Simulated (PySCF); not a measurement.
C₂H₇AlOS, SMILES C[O][Al]([CH3])[SH].

The structure is a stationary point at TPSSh-D3(BJ)/def2-SVP. The structure was generated by enumeration; whether it is a known compound was not checked. Other conformers were not sampled.

Calculation: ωB97X/def2-TZVP run with PySCF.

The molecule is in vacuum.

Computed frontier levels, gap, dipole moment and polarisability:
```yaml
highest_occupied_level: -9.87 eV
lowest_empty_level: 1.79 eV
orbital_gap: 11.66 eV
dipole_moment: 0.95 D
quadrupole, principal values (traceless, Buckingham form, about the centre of nuclear charge): -8.38, 1.30, 7.08 D·Å
mean_static_polarisability: 71.1 bohr³ (10.53 Å³)
polarisability_principal_values: 57.8, 76.8, 78.5 bohr³
```
